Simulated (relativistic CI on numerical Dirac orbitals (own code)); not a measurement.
# Pt2+: N6,7 absorption edge

Computed with this model: Dirac-Coulomb-Breit CI, KLI orbitals optimised for each configuration, model QED, valence Slater integrals scaled by 0.9, multiplet model of core-to-valence dipole absorption; configurations [Xe] 4f14 5d8 → [Xe] 4f13 5d9; 300 K; Lorentzian 0.45 eV and Gaussian 0.3 eV FWHM. Energies are those of the free ion, without screening or charge transfer. The branching ratio is the share of the lower-energy edge in the whole absorption, uncertain by about 0.02 where the edges overlap. S is read from ⟨S²⟩ = S(S + 1).

Field parameters in Wybourne normalisation: Td as Oh with Dq negative (B⁴₀ = 21Dq, B⁴₄ = √(5/14) B⁴₀). The field is a parameter set, without covalency.

Case Td, 10Dq = -2450 cm⁻¹, the dichroism is that of the ground state at zero temperature, magnetised by exchange field 10 meV on Sz. The dichroism I(Δm = −1) − I(Δm = +1), over the sum of the three polarisations, integrates to 0.0590 on the lower edge and -0.0055 on the upper edge. The branching ratio is 0.919.

**Question.** Use the orbital sum rule with 2 holes to get ⟨Lz⟩.

**Answer.** For a f → d edge ⟨Lz⟩ = -3 × n_h × (sum of both integrals) in this sign convention = -0.32; the ground state itself has ⟨Lz⟩ = -0.32 and ⟨Sz⟩ = -0.12. The rule assumes one radial integral for both edges, which relativistic orbitals only approach.
